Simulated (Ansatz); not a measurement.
Calculated with Ansatz (gas phase, PBE0-D4/def2-TZVP geometries, no zero-point term in ΔE). CCSD(T)/CBS is the MP2 limit (def2-TZVPP, def2-QZVPP) plus CCSD(T) − MP2 in def2-TZVPP, frozen cores. This one scheme is used for every species. DFT in def2-TZVPP. B3LYP here is the variant with VWN-RPA as its local correlation; programs differ in this. For Ge outer-core shells are correlated without core-valence functions, which leaves a few kJ/mol of doubt a bond. Scalar relativity is left out up to krypton. Each species was taken in one conformer, which may not be the lowest.

`O[SiH]1CB1Cl` + GeH₄ → `ClB1C[SiH]1[GeH3]` + H₂O  (formal exchange of groups at the Si–O bond)

`O[SiH]1CB1Cl`:

Z-matrix (Å, degrees):
```
Si
C 1 2.005
B 1 1.896 2 45.0
O 1 1.638 2 127.1 3 101.7
H 1 1.482 2 104.2 3 -128.5
H 2 1.088 1 142.6 3 -113.9
H 2 1.095 1 85.8 3 126.1
Cl 3 1.736 1 141.9 2 134.9
H 4 0.958 1 118.3 2 107.0
```

GeH₄:

Cartesian coordinates in Å:
```
Ge 0.000 0.000 0.000
H -1.493 -0.221 0.272
H 0.739 0.193 1.330
H 0.182 1.249 -0.872
H 0.573 -1.222 -0.730
```

`ClB1C[SiH]1[GeH3]`:

Z-matrix (Å, degrees):
```
C
B 1 1.514
Si 1 1.964 2 66.1
H 1 1.088 2 123.6 3 126.8
H 1 1.093 2 116.7 3 -86.6
Cl 2 1.725 1 135.5 3 -150.6
Ge 3 2.369 1 122.2 2 103.9
H 3 1.484 1 107.4 2 -119.4
H 7 1.537 3 108.8 1 -41.7
H 7 1.539 3 111.4 1 78.2
H 7 1.537 3 110.6 1 -161.1
```

H₂O:

```xyz
3

O    -0.337    0.118    0.154
H     0.021    0.341   -0.708
H     0.316   -0.459    0.554
```

```csv
level,ΔE (kJ/mol),difference from CCSD(T)/CBS
PBE-D4,49.6,-8.2
r2SCAN-D4,62.1,4.3
PBE0-D4,51.3,-6.5
B3LYP-D4,64.1,6.3
ωB97X-V,65.4,7.6
ωB97M-V,68.9,11.1
PBE,53.1,-4.7
r2SCAN,63.2,5.4
PBE0,54.7,-3.1
SCS-MP2/def2-TZVPP,69.1,11.3
CCSD/def2-TZVPP,63.1,5.3
CCSD(T)/def2-TZVPP,61.1,3.3
HF/def2-QZVPP,81.9,24.1
MP2/def2-QZVPP,63.1,5.3
HF/CBS(def2),82.2,24.4
MP2/CBS(def2),61.1,3.3
CCSD(T)/CBS,57.8,0
```

Largest T1 diagnostic among the species: 0.013.

In def2-TZVPP, CCSD(T) changes the Hartree–Fock value by −19.1 kJ/mol (the triples alone add −2.0 kJ/mol) and MP2 by −15.7 kJ/mol. The D4 term adds −5.7 kJ/mol with B3LYP and −3.4 kJ/mol with PBE0; it sums over pairs of atoms, weighted by their polarisabilities, and B3LYP, whose exchange is more repulsive, gets the larger term.
